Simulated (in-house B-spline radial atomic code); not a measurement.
Configurations of the sulfur ion S²⁺, with energies counted from [Ne] 3s2 3p2. All numbers are computed (scalar-relativistic (X2C) LDA PW92, spin-polarised, spherical fractional occupations; Fermi nucleus of rms radius 3.2611 fm) with a radial B-spline atomic code at the basis-set limit, not measured. Shells without spins written out take the highest spin.

Occupations are held fixed; configurations that lie above the ionisation limit could autoionise.

```tsv
configuration	E - E(ref) (eV)	highest orbital	its <r> (bohr)
[Ne] 3s1 3p3	7.5084	3p up	1.728
[Ne] 3s(0 up, 1 down) 3p(3 up, 0 down)	11.398	3p up	1.742
[Ne] 3s2 3p1 4s1	17.785	4s up	3.707
[Ne] 3s1 3p2 3d1	23.004	3d up	2.174
[Ne] 3s2 3p(1 up, 0 down) 4d(1 up, 0 down)	24.918	4d up	5.31
[He] 2s2 2p5 3s2 3p2 4p1	186	4p up	3.987
[He] 2s2 2p(3 up, 2 down) 3s2 3p(0 up, 2 down) 4p(1 up, 0 down)	187.09	4p up	4.075
```

Question: Order these further configurations by energy, lowest first.
A. [Ne] 3s2 3p(0 up, 1 down) 4s(1 up, 0 down)
B. [He] 2s2 2p5 3s2 3p2 4f1
C. [Ne] 3s1 3p2 4d1
D. [He] 2s2 2p5 3s2 3p2 3d1
E. [He] 2s2 2p5 3s2 3p2 4s1

Answer: A (18.038 eV), C (33.527 eV), D (178.63 eV), E (182.86 eV), B (192.7 eV).

Question: How far above the reference does [Ne] 3s2 3p(1 up, 1 down) lie?

Answer: 1.1148 eV; its least bound orbital is 3p up with <r> = 1.763 bohr.

Question: How far above the reference does [He] 2s2 2p5 3s2 3p2 4d1 lie?

Answer: 190.26 eV; its least bound orbital is 4d up with <r> = 4.981 bohr.

Question: How far above the reference does [Ne] 3s1 3p2 4s1 lie?

Answer: 26.284 eV; its least bound orbital is 4s up with <r> = 3.656 bohr.
